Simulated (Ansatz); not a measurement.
Reactions of C3H5FGe, SMILES `FC1=C[CH]1[GeH3]`.

Program: Ansatz. Geometries: PBE0-D4/def2-TZVP. ΔE: electronic, gas phase. CCSD(T)/CBS adds triple-zeta CCSD(T) − MP2 to the extrapolated MP2 energy (def2 sets, frozen cores). This one scheme is used for every species, atoms too. Functionals use def2-TZVPP. No spin–orbit coupling; open shells (•) take unrestricted orbitals. Spin–orbit coupling would lower the free atoms: a little for C, F; clearly for Ge. For Ge outer-core shells are correlated without core-valence functions, so the limit isn't a true one: a few kJ/mol of doubt a bond, and 10 to 20 or more in all where bonds break to atoms. Scalar relativity is left out up to krypton.

```
                                     reaction  ωB97M-V (kJ/mol)  CCSD(T)/CBS(def2) (kJ/mol)
  `FC1=C[CH]1[GeH3]` → `FC1=[CH][GeH2][CH2]1`              -203                        -208
       `FC1=C[CH]1[GeH3]` → `FC#C[CH2][GeH3]`               -47                         -51
   `FC1=C[CH]1[GeH3]` → `F[CH]1C=[CH][GeH2]1`              -158                        -166
`FC1=C[CH]1[GeH3]` + HCl → `FC1=CC1Cl` + GeH₄                16                          24
 `FC1=C[CH]1[GeH3]` + CH₄ → `CC1C=C1F` + GeH₄                15                          19
  `FC1=C[CH]1[GeH3]` → 3 C• + F• + Ge• + 5 H•              3614                        3612
```

Largest T1 diagnostic: 0.012, for `FC1=[CH][GeH2][CH2]1`.
